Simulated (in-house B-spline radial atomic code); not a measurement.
Ionising Tl⁵³⁺ with different functionals

Computed with an all-electron radial atomic-structure program (B-spline basis): scalar-relativistic (spin-free X2C) Hamiltonian, Fermi nucleus of rms radius 5.4759 fm, spin-polarised at highest spin, spherical fractional occupations for the functionals. The ionisation energy is the difference of two self-consistent energies, [Ar] 3d10 → [Ar] 3d9, without Breit or QED terms; ε is the level of the shell that loses the electron (its least bound occupied spin orbital). There is no spin-orbit coupling in this Hamiltonian.

Hybrids are left out here: with spherical fractional occupations of an open shell their exact exchange keeps a self-interaction that integer-occupation calculations don't have.

```json
{"method": "LDA VWN5", "rung": "LDA", "ΔSCF (eV)": "5273.5", "-ε(3d) (eV)": "5202.3"}
{"method": "PBEsol", "rung": "GGA", "ΔSCF (eV)": "5273.5", "-ε(3d) (eV)": "5202.4"}
{"method": "TPSS", "rung": "meta-GGA", "ΔSCF (eV)": "5273.8", "-ε(3d) (eV)": "5202.9"}
{"method": "SCAN", "rung": "meta-GGA", "ΔSCF (eV)": "5280.4", "-ε(3d) (eV)": "5210.0"}
{"method": "r2SCAN", "rung": "meta-GGA", "ΔSCF (eV)": "5280.5", "-ε(3d) (eV)": "5210.4"}
```

How do they compare with the NIST value?

NIST lists 5234 eV ± 5 (tabulated theory, ground level to ground level). Errors run from +39.5 to +46.5 eV. The correlated functionals all miss on the same side by more than they spread, so the cause is common to them (spin-orbit coupling, Breit-QED terms, multiplet and fine-structure energies, or a listed next ion that isn't the cheapest removal here) and closeness doesn't rank the functionals.
